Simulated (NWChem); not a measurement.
System: C₄H₃FOS; SMILES Oc1ccsc1F

Output (shortened):

```
             Northwest Computational Chemistry Package (NWChem) 7.3.0
             --------------------------------------------------------

 CS  symmetry detected

                             Geometry "geometry" -> ""
                             -------------------------

 Output coordinates in angstroms (scale by  1.889725989 to convert to a.u.)

  No.       Tag          Charge          X              Y              Z
 ---- ---------------- ---------- -------------- -------------- --------------
    1 O                    8.0000    -0.66622294     2.22235250     0.00000000
    2 C                    6.0000    -0.50233392     0.88460177     0.00000000
    3 C                    6.0000    -1.60017373    -0.02699742     0.00000000
    4 C                    6.0000    -1.19969617    -1.33352823     0.00000000
    5 S                   16.0000     0.51498525    -1.50342089     0.00000000
    6 C                    6.0000     0.69143093     0.21465795     0.00000000
    7 F                    9.0000     1.89063306     0.79194447     0.00000000
    8 H                    1.0000     0.20277499     2.64081935     0.00000000
    9 H                    1.0000    -2.63987836     0.30061059     0.00000000
   10 H                    1.0000    -1.82393741    -2.22542039     0.00000000

 Effective nuclear repulsion energy (a.u.)     354.9605494670

      Symmetry information
      --------------------

 Group name             Cs
 Group number              2
 Group order               2
 No. of unique centers    10

                                 NWChem DFT Module
                                 -----------------

 Summary of "ao basis" -> "ao basis" (spherical)
 ------------------------------------------------------------------------------
       Tag                 Description            Shells   Functions and Types
 ---------------- ------------------------------  ------  ---------------------
 O                          def2-svp                 6       14   3s2p1d
 C                          def2-svp                 6       14   3s2p1d
 S                          def2-svp                 8       18   4s3p1d
 F                          def2-svp                 6       14   3s2p1d
 H                          def2-svp                 3        5   2s1p

      Symmetry analysis of basis
      --------------------------

        a'         85
        a"         32

            General Information
            -------------------
          SCF calculation type: DFT
          Wavefunction type:  closed shell.
          No. of atoms     :    10
          No. of electrons :    60
           Alpha electrons :    30
            Beta electrons :    30
          Charge           :     0
          Spin multiplicity:     1
          Use of symmetry is: on ; symmetry adaption is: on
          Maximum number of iterations: 150
          AO basis - number of functions:   117
                     number of shells:    53
          Convergence on energy requested:  1.00D-06
          Convergence on density requested:  1.00D-05
          Convergence on gradient requested:  5.00D-04

              XC Information
              --------------
                  TPSS hybrid Method XC Functional
                     Hartree-Fock (Exact) Exchange  0.100
                  TPSS metaGGA Exchange Functional  0.900
             TPSS03 metaGGA Correlation Functional  1.000

             Grid Information
             ----------------
          Grid used for XC integration:  medium
          Radial quadrature: Mura-Knowles
          Angular quadrature: Lebedev.
          Tag              B.-S. Rad. Rad. Pts. Rad. Cut. Ang. Pts.
          ---              ---------- --------- --------- ---------
          O                   0.60       49          12.0       434
          C                   0.70       49          11.0       434
          S                   1.00       88          11.0       590
          F                   0.50       49          12.0       434
          H                   0.35       45          12.0       434
          Grid pruning is: on
          Number of quadrature shells:   517
          Spatial weights used:  Erf1

      Superposition of Atomic Density Guess
      -------------------------------------

 Sum of atomic energies:        -723.32806283

      Non-variational initial energy
      ------------------------------

 Total energy =    -727.154500
 1-e energy   =   -1701.159637
 2-e energy   =     619.044588
 HOMO         =      -0.199389
 LUMO         =       0.030025

      Symmetry analysis of molecular orbitals - initial
      -------------------------------------------------

  Numbering of irreducible representations:

     1 a'          2 a"

  Orbital symmetries:

     1 a'          2 a'          3 a'          4 a'          5 a'
     6 a'          7 a'          8 a'          9 a'         10 a'
    11 a"         12 a'         13 a'         14 a'         15 a'
    16 a'         17 a'         18 a'         19 a'         20 a"
    21 a'         22 a'         23 a"         24 a'         25 a'
    26 a"         27 a'         28 a'         29 a"         30 a"
    31 a"         32 a'         33 a'         34 a'         35 a"
    36 a'         37 a'         38 a'         39 a'         40 a'

     ---------------------------------------------
      Total Density - Mulliken Population Analysis
     ---------------------------------------------

    Atom       Charge   Shell Charges
 -----------   ------   -------------------------------------------------------
    1 O    8     8.50   1.99  1.10  0.61  3.00  1.79  0.01
    2 C    6     5.84   1.99  0.94  0.16  1.87  0.82  0.08
    3 C    6     6.19   1.99  0.97  0.31  2.05  0.84  0.04
    4 C    6     6.16   1.99  0.96  0.29  1.93  0.95  0.04
    5 S   16    15.91   2.00  1.99  1.19  0.65  5.94  1.71  2.35  0.08
    6 C    6     5.57   1.99  0.91  0.23  1.64  0.71  0.08
    7 F    9     9.36   1.99  1.14  0.77  3.42  2.03  0.01
    8 H    1     0.67   0.54  0.07  0.06
    9 H    1     0.91   0.67  0.22  0.03
   10 H    1     0.89   0.66  0.20  0.03

   convergence    iter        energy       DeltaE   RMS-Dens  Diis-err
 ---------------- ----- ----------------- --------- --------- ---------
 d= 0,ls=0.0,diis     1   -726.9907776571 -1.08D+03  1.63D-02  9.10D-01
 d= 0,ls=0.0,diis     2   -726.8605355807  1.30D-01  1.09D-02  2.22D+00
 d= 0,ls=0.0,diis     3   -727.0917441549 -2.31D-01  3.30D-03  9.94D-02
 d= 0,ls=0.0,diis     4   -727.0993741656 -7.63D-03  1.63D-03  3.98D-02
 d= 0,ls=0.0,diis     5   -727.1042629282 -4.89D-03  3.42D-04  1.96D-03
  Resetting Diis
 d= 0,ls=0.0,diis     6   -727.1044406527 -1.78D-04  1.30D-04  2.07D-04
 d= 0,ls=0.0,diis     7   -727.1044670463 -2.64D-05  9.27D-05  1.76D-05
 d= 0,ls=0.0,diis     8   -727.1044598744  7.17D-06  6.14D-05  6.96D-05
 d= 0,ls=0.0,diis     9   -727.1044694050 -9.53D-06  5.96D-06  6.93D-07
 d= 0,ls=0.0,diis    10   -727.1044694853 -8.03D-08  1.68D-06  5.59D-08

         Total DFT energy =     -727.104469485338
      One electron energy =    -1704.511157679436
           Coulomb energy =      690.052769681549
    Exchange-Corr. energy =      -67.606630954443
 Nuclear repulsion energy =      354.960549466992

 Numeric. integr. density =       59.999997969744

                  Occupations of the irreducible representations
                  ----------------------------------------------

                     irrep           alpha         beta
                     --------     --------     --------
                     a'               24.0         24.0
                     a"                6.0          6.0

                       DFT Final Molecular Orbital Analysis
                       ------------------------------------

 Vector   28  Occ=2.000000D+00  E=-3.331188D-01  Symmetry=a'
              MO Center=  1.6D-01,  1.4D-01, -3.8D-16, r^2= 4.4D+00
   Bfn.  Coefficient  Atom+Function         Bfn.  Coefficient  Atom+Function
  ----- ------------  ---------------      ----- ------------  ---------------
    68      0.314947   5 S  py               65      0.266188   5 S  py
     4      0.264083   1 O  px               79     -0.261994   6 C  py
    18     -0.233635   2 C  px               93     -0.223411   7 F  py
    96      0.162708   7 F  py                7      0.160916   1 O  px
    33      0.159778   3 C  py                3     -0.147536   1 O  s

 Vector   29  Occ=2.000000D+00  E=-2.396677D-01  Symmetry=a"
              MO Center= -5.2D-01, -5.6D-01, -6.2D-15, r^2= 3.2D+00
   Bfn.  Coefficient  Atom+Function         Bfn.  Coefficient  Atom+Function
  ----- ------------  ---------------      ----- ------------  ---------------
    69      0.434098   5 S  pz               34     -0.374356   3 C  pz
    66      0.303634   5 S  pz               37     -0.264457   3 C  pz
    48     -0.216319   4 C  pz               63      0.169773   5 S  pz
     6      0.159815   1 O  pz               51     -0.147712   4 C  pz
    80      0.128378   6 C  pz                9      0.127441   1 O  pz

 Vector   30  Occ=2.000000D+00  E=-2.053648D-01  Symmetry=a"
              MO Center= -7.2D-02,  3.0D-01,  8.2D-15, r^2= 3.2D+00
   Bfn.  Coefficient  Atom+Function         Bfn.  Coefficient  Atom+Function
  ----- ------------  ---------------      ----- ------------  ---------------
    80      0.384783   6 C  pz                6     -0.299472   1 O  pz
    20      0.296741   2 C  pz               48     -0.271710   4 C  pz
    83      0.268570   6 C  pz                9     -0.252925   1 O  pz
    51     -0.227917   4 C  pz               94      0.218690   7 F  pz
    97     -0.183794   7 F  pz               23      0.176442   2 C  pz

[...]
```

Level: TPSSh/def2-SVP. Coordinates come from a PBE0/def2-SVP optimisation.

Task: Which NWChem input produces such a log?

Result: Several could match; the one computed here: the input that was run:
```
start job
memory heap 200 mb stack 900 mb global 1100 mb
geometry units angstroms noautoz
  O     -0.667954     2.225176     0.000000
  C     -0.501701     0.887717     0.000000
  C     -1.597928    -0.025821     0.000000
  C     -1.195142    -1.331642     0.000000
  S      0.519837    -1.498504     0.000000
  C      0.693246     0.219884     0.000000
  F      1.891426     0.799289     0.000000
  H      0.200303     2.645178     0.000000
  H     -2.638210     0.299949     0.000000
  H     -1.817806    -2.224636     0.000000
end
basis spherical
  * library def2-svp
end
dft
  xc xctpssh
  iterations 150
  mulliken
end
task dft energy
```
